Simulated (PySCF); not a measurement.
Coordinates in bohr (charge 0 multiplicity 3):
```
Pd    0.0000    0.0000   -0.4207
O     0.0000    0.0000    2.8769
H     3.0727    0.0000   -0.7400
H    -3.0727    0.0000   -0.7400
```

Computed with UPBE0/[Pd def2-TZVP with ECP28, O def2-TZVP, H def2-TZVP], scalar-relativistic core potentials, density fitting, no spin–orbit coupling, PySCF.

This geometry of H2PdO is a stationary point at this level.

Problem. What is the point group?

Solution. C2v.

Problem. Is it a minimum?

Solution. Yes: all harmonic wavenumbers are real.

Problem. Which band is strongest in the infrared?

Solution. 1439 cm⁻¹ (b2), 345 km/mol.

Problem. Give the ideal-gas entropy at 298.15 K and 1 bar by parts.

Solution. translation 169.0, rotation 81.4, vibration 12.3, spin 9.1; total 271.8 J/(mol K).

Only a few start shapes were tried, so a lower isomer may exist. Other spin states or occupations of the open shell can lie lower. At this level a triplet minimum of C2v symmetry lies 183 kJ/mol below this structure.
